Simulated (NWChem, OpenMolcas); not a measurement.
# OpenMolcas → NWChem

OpenMolcas 26.06 runs this on doublet AlI+:

run.inp:
```
* AlI Hartree-Fock

&gateway
 baslib = $CurrDir
 coord
 2
 angstrom
 Al       0.000000       0.000000       0.000000
 I        0.000000       0.000000       2.537102
 basis = STO-3G
 group = NoSym

&seward

&scf
 uhf
 charge = 1
 spin = 2
 thresholds = 1e-10 1e-07 1e-07 1e-05
 prorbitals = 1 2
```

```bash
$ export MOLCAS_MEM=1860
$ pymolcas run.inp > run.log
```

(Basis files named in the input come from the Basis Set Exchange and aren't shown.)

The bond length is the one measured for the parent species.

The run is non-relativistic.

It gives a total energy of -7089.568238 Eh.

Task: How is this level of theory, on these atoms, set up in NWChem 7.3.0 as an input file of the program's own?

Result: For example:

ali.nw:
```
start ali
title "AlI"
memory stack 880 mb heap 220 mb global 1100 mb
charge 1
geometry noautosym nocenter noautoz
 Al       0.000000       0.000000       0.000000
 I        0.000000       0.000000       2.537102
end
basis spherical bse
 * library STO-3G
end
scf
 nopen 1
 uhf
 thresh 1e-08
 maxiter 80
 print medium
end
task scf energy
```

```bash
$ nwchem ali.nw > ali.out
```

Its energy is -7089.568238 Eh, 0.000 mEh from the first.
